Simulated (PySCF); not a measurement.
# Telling isomers of C11H12 apart by NMR

Equivalent nuclei averaged, in vacuum, no relativistic terms, single conformer. Geometry from GFN2-xTB; PBE0/pcSseg-1 with gauge-including orbitals; PySCF.

δ = σ(ref) − σ, references computed at the same level: 1H (σ = 31.72 ppm), 13C (σ = 186.93 ppm) vs TMS. Where no couplings were computed, multiplicities follow the n + 1 count of equivalent neighbours, and m marks all less simple cases (inequivalent or close neighbours, rings, F or P nearby). Shifts are as computed. Against solution values, carbons near 30 ppm lie about +3 ppm off and those near 130 ppm about +5 ppm. Of 1211 compounds with measured shifts, 218 miss one by over three times the rms of a fit or turn the order of signals round; such compounds aren't used in these exercises.

(1) Tabulate the signals of `C=C(C)C(=C)c1ccccc1`, `C=C1CC[C@H]1c1ccccc1` and their relative energies.

(2) What is the quickest way to tell C=C(C)C(=C)c1ccccc1 from C=C1CC[C@H]1c1ccccc1?

Answers

(1) 
```tsv
SMILES	carbon types	δC	δH	E rel. (kcal/mol)
C=C(C)C(=C)c1ccccc1	3×C 5×CH 2×CH2 1×CH3	160.8, 151.9, 150.0, 135.8, 133.3, 133.1, 127.0, 120.1, 24.0	7.63 (m, 2H), 7.62 (m, 2H), 7.60 (m, 1H), 5.55 (br s, 1H), 5.44 (m, 1H), 5.40 (m, 1H), 5.08 (br s, 1H), 2.20 (s, 3H)	0.0
C=C1CC[C@H]1c1ccccc1	2×C 6×CH 3×CH2	164.7, 153.5, 133.9, 133.6, 131.7, 116.6, 51.2, 29.9, 29.8	7.59 (m, 2H), 7.54 (m, 2H), 7.48 (m, 1H), 5.41 (br s, 1H), 5.15 (br s, 1H), 3.91 (m, 1H), 2.99 (m, 1H), 2.91 (m, 1H), 2.55 (m, 1H), 1.90 (m, 1H)	5.7
```

Energies are electronic energies at PBE0/pcSseg-1 on these geometries, without zero-point or thermal terms, each for the one conformer computed, which needn't be the lowest.

(2) Both give the same number of carbon signals, but DEPT or the intensities differ. The first has an allylic methyl carbon (CH3) at 24.0 ppm, the second an sp3 CH on an aromatic ring at 51.2 ppm. Their most deshielded carbons lie at 160.8 and 164.7 ppm.
